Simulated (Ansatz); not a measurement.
Program: Ansatz. Geometries: PBE0-D4/def2-TZVP. ΔE: electronic, gas phase. CCSD(T)/CBS adds triple-zeta CCSD(T) − MP2 to the extrapolated MP2 energy (def2 sets, frozen cores). This one scheme is used for every species. Functionals use def2-TZVPP. B3LYP here is the variant with VWN-RPA as its local correlation; programs differ in this. Each species was taken in one conformer, which may not be the lowest.

`[CH3][Al]([NH2])[CH]=O` + `C[Si]S` → `C[Si]SC` + `[NH2][AlH][CH]=O`  (substitution at a C–Al bond)

| level | ΔE (kJ/mol) |
| --- | --- |
| PBE-D4 | 48.5 |
| ωB97M-V | 54.9 |
| PBE | 50.2 |
| r2SCAN | 53.4 |
| B3LYP | 53.7 |
| HF/def2-TZVPP | 52.8 |
| HF/def2-QZVPP | 52.8 |
| MP2/CBS(def2) | 51.9 |

(1) What does CCSD(T)/CBS give? (Estimate.)

Largest T1 diagnostic among the species: 0.015.

## Answers

(1) Computed: +53.1 kJ/mol. The listed levels differ from it by -4.6, 1.8, -2.9, 0.3, 0.6, -0.3, -0.3, -1.2 kJ/mol.
